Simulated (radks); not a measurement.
Results of a calculation; reference values are marked as such.
Effect of the nuclear size on neutral cobalt, [Ar] 3d7 4s2. Level of theory: Dirac Kohn-Sham, PBE, spin-unpolarised, spherical densities, finite nucleus; open shells are shared between the two j in proportion to 2j + 1; Fermi nuclear charge, rms radius 3.7875 fm (a radial shooting solver on a logarithmic mesh with Libxc functionals). The rms radius is varied about that value; shifts are against it.

| rms radius (fm) | total energy shift (eV) | density at nucleus (e/bohr^3) | 1s1/2 shift (meV) | 2s1/2 shift (meV) | 2p1/2 shift (meV) | 3s1/2 shift (meV) |
|---|---|---|---|---|---|---|
| 3.2648 | -0.0347 | 1.735e+04 | -14.7 | -1.35 | 0.136 | -0.190 |
| 3.6625 | -0.00874 | 1.726e+04 | -3.71 | -0.339 | 0.034 | -0.048 |
| 3.7875 | 0 | 1.724e+04 | 0.000 | 0.000 | 0.000 | 0.000 |
| 3.9693 | 0.0132 | 1.72e+04 | 5.60 | 0.513 | -0.052 | 0.072 |
| 4.3518 | 0.0429 | 1.713e+04 | 18.2 | 1.67 | -0.168 | 0.236 |

Slopes of the eigenvalues against <r^2> in GHz/fm^2, as finite differences over the two radii next to the reference (eigenvalue slopes, not the field-shift constants of lines): 1s1/2 962, 2s1/2 88.0, 2p1/2 -8.89, 3s1/2 12.4.
